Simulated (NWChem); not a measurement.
# CH6O2Si2; SMILES O[Si@H]1OC[SiH2]1

```xyz
11

O      0.4162    -2.1827     0.4651
Si     0.0643    -0.8482    -0.4518
O     -1.3627    -0.0645     0.0031
C     -1.0431     1.3131     0.2560
Si     0.8783     1.2948     0.0293
H      0.4837    -2.0516     1.4158
H      0.0292    -1.3871    -1.8366
H     -1.5618     1.9664    -0.4669
H     -1.3857     1.6017     1.2647
H      1.4186     2.1948    -1.0361
H      1.6507     1.5219     1.2918
```
Atoms are numbered in this order, from 1.

Results from NWChem. The geometry was optimised at PBE0/def2-SVP.

### Question
Taking Hartree-Fock/pcseg-2 as the yardstick, which of these has the fewest basis functions while keeping “highest occupied level (eV)” within 0.05 eV of it: Hartree-Fock/def2-SVP; Hartree-Fock/pcseg-1; Hartree-Fock/STO-3G; Hartree-Fock/aug-pcseg-1?

### Answer
Hartree-Fock/def2-SVP.
```
level                     basis functions  highest occupied level (eV)
------------------------  ---------------  ---------------------------
Hartree-Fock/STO-3G                    39                        -7.30
Hartree-Fock/pcseg-1                  108                       -10.35
Hartree-Fock/def2-SVP                 108                       -10.27
Hartree-Fock/aug-pcseg-1              177                       -10.27
Hartree-Fock/pcseg-2                  242                       -10.25
```

The yardstick is one finite set, not the basis-set limit.
